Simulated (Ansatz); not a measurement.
```yaml
crystal:
  periodic: [false, false, false]
  atoms:
    - {symbol: C, position_ang: [-1.999205, 1.330640, -0.323919]}
    - {symbol: O, position_ang: [-0.717442, 0.831896, -0.155188]}
    - {symbol: Zr, position_ang: [0.862148, -0.239483, 0.102073]}
    - {symbol: N, position_ang: [0.367427, -2.216215, 0.279024]}
    - {symbol: O, position_ang: [1.979349, -0.072477, -1.470884]}
    - {symbol: O, position_ang: [1.695951, 0.289146, 1.768174]}
    - {symbol: H, position_ang: [-2.474689, 0.899331, -1.212537]}
    - {symbol: H, position_ang: [-1.975967, 2.419770, -0.445749]}
    - {symbol: H, position_ang: [-2.628130, 1.099028, 0.543595]}
    - {symbol: H, position_ang: [0.302815, -2.877289, -0.482254]}
    - {symbol: H, position_ang: [0.159195, -2.696156, 1.143332]}
    - {symbol: H, position_ang: [2.423134, 0.355469, -2.196269]}
    - {symbol: H, position_ang: [2.005413, 0.876350, 2.450622]}
basis:
  gaussian: {orbitals: def2-TZVPP, fitting: {mean_field: def2-universal-jkfit}}
hamiltonian: {xc: {name: B2PLYP}}
```

```sh
$ ansatz run in.yaml --threads 2 --pin off --events-out ev --progress --plain --max-ram 22528MiB --backend cuda --devices 0, --max-vram 18GiB
```

It prints (some lines left out):

```
Functional definition: B2PLYP
764 factors; integrals over basis functions are off by at most 9.5e-1 eV
mean field evaluation 1: about -10034.4772 eV, gradient 1.0e2 eV
mean field evaluation 2: about -10034.4776 eV, gradient 1.0e2 eV
mean field evaluation 4: about -10051.2849 eV, gradient 1.2e1 eV
mean field evaluation 8: about -10051.6025 eV, gradient 1.9e-1 eV
mean field evaluation 16: about -10051.6027 eV, gradient 1.4e-4 eV
mean field -10051.60265744 eV, -369.3895844399 hartree, gradient 3.5e-6 eV, S^2 0.000000; 0 other end points of the search recorded, 0 dependent functions left out
5 core orbitals not correlated: weight in the atoms' cores, before any rotation towards them, 1.000 or more for the frozen orbitals, at most 0.000 for the correlated occupied ones
reference -10051.60289039 eV, -369.3895930007 hartree; 23, 23 occupied and 281, 281 virtual orbitals, 764 factors
second order -48.42325004 eV of doubles, -0.00000000 eV of singles
Total energy: -10064.67716790 eV, -369.8700638371 hartree
```

It took 7 s on 2 threads of an AMD EPYC 7R13 on a shared host and a share of an NVIDIA H100 80 GB, with 1.1 GiB of host memory at the peak.
